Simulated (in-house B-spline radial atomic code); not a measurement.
A run on Fe- that did not converge. Method: scalar-relativistic (X2C) B3LYP, spin-polarised, spherical fractional occupations, exact exchange averaged over the configuration, Fermi nucleus of rms radius 3.7377 fm; computed with an all-electron radial atomic-structure program (B-spline basis).

Command:
```bash
python run_scf.py task.json out
```
Settings (nuclear radius in fm, mass in u):
```
Z                26
configuration    [Ar] 3d7 4s2
hamiltonian      x2c
method           b3lyp
spin_polarised   True
nucleus          fermi
rms_radius       3.7377
atomic_mass      55.93494
speed_of_light   137.035999084
exact_exchange   averaged over the configuration
```

First and last ten iterations of the last attempt (damped for 15 steps, keeping 80 % of the old Fock matrix, then DIIS):
```
 iter        energy (Eh)    residual
    1       -1259.980829    3.95e-01
    2       -1260.085140    6.13e-01
    3       -1265.990936    4.21e-01
    4       -1269.386771    2.60e-01
    5       -1271.188785    1.47e-01
    6       -1272.054469    9.25e-02
    7       -1272.426290    6.46e-02
    8       -1272.571868    4.25e-02
    9       -1272.629210    2.84e-02
   10       -1272.655586    1.95e-02
  111       -1271.732520    8.04e-02
  112       -1272.659489    1.65e-02
  113       -1272.659668    1.64e-02
  114       -1272.666921    1.39e-02
  115       -1271.750329    7.95e-02
  116       -1271.754944    7.94e-02
  117       -1271.753321    7.94e-02
  118       -1271.756588    7.92e-02
  119       -1271.755491    7.93e-02
  120       -1271.755551    7.93e-02
 not converged after 120 iterations
```

The smallest residual met was 1.2e-02; the threshold is about 3e-07. No energy from this run should be used. Run time, properties included: 5.4 s on 1 thread of Intel(R) Xeon(R) 6975P-C, on a shared host.
